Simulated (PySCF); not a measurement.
H4MgO2Si, SMILES [OH][Mg][O][SiH3]. Atoms are numbered in the order given.

```xyz
8

Mg     0.0000     0.0000     1.2541
O      0.0000     0.0000     3.0134
H      0.0000     0.0000     3.9657
O      0.0000     0.0000    -0.5458
Si     0.0000     0.0000    -2.1828
H     -1.2084    -0.6977    -2.7324
H      1.2084    -0.6977    -2.7324
H      0.0000     1.3954    -2.7324
```

Geometry: r2SCAN-D4/def2-SVP. Other conformers were not sampled.

All values below come from CAM-B3LYP/def2-TZVPD (PySCF).

Symmetry labels are those of the subgroup Cs that the program uses (full group C3v).

Computed valence orbital energies around the gap with their symmetry:
```csv
orbital,symmetry,energy (eV)
HOMO−7,A',-14.62
HOMO−6,A',-12.53
HOMO−5,A",-11.58
HOMO−4,A',-11.58
HOMO−3,A",-9.83
HOMO−2,A',-9.83
HOMO−1,A",-9.50
HOMO,A',-9.50
LUMO,A',-0.73
LUMO+1,A",0.67
LUMO+2,A',0.67
LUMO+3,A',0.83
```
